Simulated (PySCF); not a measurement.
Level of theory: PBE-D3(BJ)/def2-TZVP // B3LYP-D3(BJ)/def2-TZVP (PySCF 2.14.0). Isolated molecules, 0 K electronic values unless said otherwise. One relaxed conformer stands for a flexible species; it need not be the lowest. 

Reference species (SMILES): `[SiH2]=BB` (neutral, multiplicity 1).

```yaml
HOMO: -5.57 eV
HOMO–LUMO gap: 2.12 eV
LUMO: -3.44 eV
```

Changed species: `[H]/B=[SiH]\B`.

Q: Predict the effect on the HOMO, HOMO–LUMO gap and LUMO.

A: the HOMO rises by 0.02 eV, to -5.55 eV; the HOMO–LUMO gap decreases by 0.41 eV, to 1.71 eV; the LUMO falls by 0.40 eV, to -3.84 eV.
